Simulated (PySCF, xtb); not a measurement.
HgI, SMILES [I][Hg+], charge +1.

GFN2-xTB (xtb 6.7.1) at its own geometry gives an orbital gap of 1.92 eV.

Geometry optimised at B3LYP-D3(BJ)/def2-TZVP. The multiplicity is an assumed one; other spin states were not compared. The def2 effective core potentials stand for the cores of Hg, I; spin–orbit coupling is left out.

What does M06-2X/def2-TZVPD (PySCF) give? (An estimate is asked for; the answer gives what the named calculation found.)

gap 4.63 eV (levels -14.44 and -9.81 eV).
